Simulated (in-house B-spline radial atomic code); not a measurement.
Ionisation energies along the 65-electron series, configuration 1s2 2s2 2p6 3s2 3p6 3d10 4s2 4p6 4d10 4f5/2(6) 4f7/2(7) 5s2 5p1/2(2) 5p3/2(2), as differences of self-consistent energies. Dirac energy differences include first-order Breit, QED and recoil terms. NIST's values go from ground level to ground level; the uncertainty of those that are theory runs from under 0.1 % in few-electron ions to several per cent in heavy many-electron ones. Computed with an all-electron radial atomic-structure program (B-spline basis): Dirac-Hartree-Fock, jj configuration that fills j = l - 1/2 first, finite nuclei.

A number in brackets counts the electrons of a j subshell.

| ion | configuration after | ionisation energy (eV) | IE/(q+1)² (eV) | -ε less Coulomb ΔSCF (eV) | Breit and QED recoil part (eV) | tabulated value (eV) | tabulated kind | computed minus tabulated (eV) |
| --- | --- | --- | --- | --- | --- | --- | --- | --- |
| Lu6+ | [Kr] 4d10 4f5/2(6) 4f7/2(7) 5s2 5p1/2(2) 5p3/2(1) | 111.54 | 2.2764 | - | -0.095939 | 117 | tabulated theory | -5.46 |
| Hf7+ | [Kr] 4d10 4f5/2(6) 4f7/2(7) 5s2 5p1/2(2) 5p3/2(1) | 132.81 | 2.0752 | 0.59053 | -0.11023 | 137 | tabulated theory | -4.19 |
| Ta8+ | [Kr] 4d10 4f5/2(6) 4f7/2(7) 5s2 5p1/2(2) 5p3/2(1) | 155.44 | 1.919 | 0.56471 | -0.12645 | 159 | tabulated theory | -3.56 |
